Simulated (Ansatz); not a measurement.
H₅O₂Si₂, SMILES `O[SiH]O[SiH3]` radical, relaxed with UKS PBE-D4/def2-SVP in Ansatz from a rough embedded geometry. The force threshold is 0.03 eV/Å; the program also tests the step.

The species carries charge 0 and has multiplicity 2.

Start:

```xyz
9

O     2.701   -0.132   -0.064
Si    1.336    0.716   -0.183
O     0.061   -0.352   -0.091
Si   -1.643   -0.194   -0.192
H     2.573   -1.104    0.221
H     1.250    1.684    0.956
H    -2.140    0.596    0.918
H    -2.021    0.383   -1.473
H    -2.118   -1.598   -0.094
```

| step | energy (eV) | largest force (eV/Å) | largest move (Å) |
| --- | --- | --- | --- |
| 1 | -19911.2332 | 3.463 | 0.000 |
| 2 | -19911.4023 | 1.601 | 0.059 |
| 3 | -19911.4493 | 0.110 | 0.043 |
| 4 | -19911.4629 | 0.389 | 0.114 |
| 5 (rejected) | -19911.3411 | 1.853 | 0.193 |
| 6 | -19911.4798 | 0.215 | 0.096 |
| 7 (rejected) | -19911.4757 | 0.749 | 0.097 |
| 8 | -19911.4905 | 0.137 | 0.048 |
| 9 | -19911.4968 | 0.113 | 0.050 |
| 10 | -19911.5019 | 0.138 | 0.075 |
| 11 | -19911.5057 | 0.258 | 0.113 |
| 12 | -19911.5077 | 0.070 | 0.066 |
| 13 | -19911.5082 | 0.063 | 0.030 |
| 14 | -19911.5085 | 0.060 | 0.028 |
| 15 | -19911.5088 | 0.030 | 0.012 |

End:

```xyz
9

O     2.705   -0.255    0.295
Si    1.370    0.665   -0.141
O    -0.032   -0.230    0.095
Si   -1.688   -0.224   -0.164
H     2.811   -1.092   -0.192
H     1.404    1.832    0.826
H    -2.381    0.582    0.901
H    -2.014    0.366   -1.511
H    -2.177   -1.643   -0.110
```

Run time 13 s (4 threads of a server CPU on a shared host); peak host memory 0.17 GiB.
